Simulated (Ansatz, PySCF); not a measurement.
The PySCF input:
```python
from pyscf import gto, scf, dft

mol = gto.Mole()
mol.atom = '''
    C    -0.756203   -2.504836   -1.201438
    O    -0.953346   -1.089977   -1.034446
    Ge   -0.329092    0.001185    0.095410
    O    -0.955006    1.579692    0.077854
    C    -1.869008    2.204685   -0.843316
    O     0.284054   -0.642925    1.542560
    C     0.653257   -0.002602    2.775962
    O     1.615208    0.522322   -0.887198
    C     2.886301   -0.117889   -0.700728
    H    -0.717662   -3.025229   -0.245822
    H    -1.618591   -2.847147   -1.773228
    H     0.157738   -2.689507   -1.764019
    H    -2.130869    3.153529   -0.375421
    H    -2.765257    1.603486   -0.985443
    H    -1.391080    2.382536   -1.805200
    H     1.622017    0.485239    2.678034
    H    -0.094508    0.722121    3.093520
    H     0.716613   -0.810062    3.505274
    H     1.749950    1.429698   -1.192064
    H     3.519512    0.464696   -0.031191
    H     2.696338   -1.095087   -0.261441
    H     3.373382   -0.241246   -1.669162
'''
mol.basis = 'sto-3g'
mol.charge = 1
mol.spin = 0
mol.verbose = 3
mol.build()

mf = dft.RKS(mol)
mf.xc = 'b3lyp'
mf.grids.atom_grid = (99, 590)
mf.grids.prune = None
mf.kernel()
```

Give the equivalent Ansatz (a quantum-chemistry and plane-wave program) input.

One answer among several that fit: 
Ansatz 0.2 input:
```yaml
crystal:
  periodic: [false, false, false]
  atoms:
    - {symbol: C, position_ang: [-0.75620268, -2.50483617, -1.20143842]}
    - {symbol: O, position_ang: [-0.95334582, -1.08997745, -1.03444592]}
    - {symbol: Ge, position_ang: [-0.32909205, 0.00118549, 0.09541012]}
    - {symbol: O, position_ang: [-0.95500586, 1.57969193, 0.07785395]}
    - {symbol: C, position_ang: [-1.86900847, 2.20468459, -0.84331554]}
    - {symbol: O, position_ang: [0.28405423, -0.64292465, 1.54255969]}
    - {symbol: C, position_ang: [0.65325676, -0.00260192, 2.77596223]}
    - {symbol: O, position_ang: [1.61520807, 0.52232176, -0.88719819]}
    - {symbol: C, position_ang: [2.88630068, -0.11788913, -0.70072773]}
    - {symbol: H, position_ang: [-0.71766171, -3.02522900, -0.24582214]}
    - {symbol: H, position_ang: [-1.61859105, -2.84714657, -1.77322782]}
    - {symbol: H, position_ang: [0.15773761, -2.68950665, -1.76401873]}
    - {symbol: H, position_ang: [-2.13086936, 3.15352902, -0.37542129]}
    - {symbol: H, position_ang: [-2.76525717, 1.60348615, -0.98544268]}
    - {symbol: H, position_ang: [-1.39107970, 2.38253616, -1.80520031]}
    - {symbol: H, position_ang: [1.62201652, 0.48523853, 2.67803386]}
    - {symbol: H, position_ang: [-0.09450780, 0.72212117, 3.09352047]}
    - {symbol: H, position_ang: [0.71661317, -0.81006239, 3.50527449]}
    - {symbol: H, position_ang: [1.74994974, 1.42969825, -1.19206434]}
    - {symbol: H, position_ang: [3.51951176, 0.46469577, -0.03119127]}
    - {symbol: H, position_ang: [2.69633838, -1.09508651, -0.26144085]}
    - {symbol: H, position_ang: [3.37338232, -0.24124648, -1.66916233]}
basis:
  gaussian:
    orbitals: STO-3G
hamiltonian:
  xc: b3lyp
total_charge: 1
accuracy: high
```

Both were run: PySCF gave -2507.964541 Eh and Ansatz -2507.964541 Eh, 0.000 mEh apart.
